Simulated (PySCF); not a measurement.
Atom-mapped SMILES (the numbers label the heavy atoms): `[CH3:1][CH2:2][c:3]1[cH:4][cH:5][cH:6][n:7][cH:8]1`. Hydrogens are named by the atom that carries them.

GIAO PBE0/pcSseg-1 shifts (PySCF 2.14, gas phase, non-relativistic, equivalent atoms averaged), each against references optimised in the same way as the molecule (TMS, NH3).

On the GFN2-xTB geometry: C8 155.4, C6 153.2, C3 145.5, C4 140.9, C5 128.3, C2 32.1, C1 22.5, N7 363.0, H(C8) 8.85, H(C6) 8.83, H(C4) 7.72, H(C5) 7.37, H(C2) 2.63, H(C1) 1.22 ppm.

**Question.** What changes on the PBE0-D3(BJ)/def2-SVP geometry?

**Answer.** 
| atoms | δ (ppm) | change |
| --- | --- | --- |
| C8 | 155.8 | +0.4 |
| C6 | 153.5 | +0.3 |
| C3 | 144.4 | -1.1 |
| C4 | 140.7 | -0.2 |
| C5 | 128.1 | -0.2 |
| C2 | 30.2 | -1.9 |
| C1 | 20.8 | -1.7 |
| N7 | 364.4 | +1.4 |
| H(C8) | 8.61 | -0.24 |
| H(C6) | 8.65 | -0.18 |
| H(C4) | 7.54 | -0.18 |
| H(C5) | 7.19 | -0.18 |
| H(C2) | 2.45 | -0.18 |
| H(C1) | 1.16 | -0.06 |

Bonds between heavy atoms that differ most (equivalent bonds averaged): C8–C3 1.392 → 1.401 Å, N7–C8 1.320 → 1.329 Å, C5–C6 1.386 → 1.395 Å, C3–C4 1.390 → 1.398 Å, C6–N7 1.322 → 1.329 Å. Mean change of bonds to hydrogen: C–H +0.013 Å.
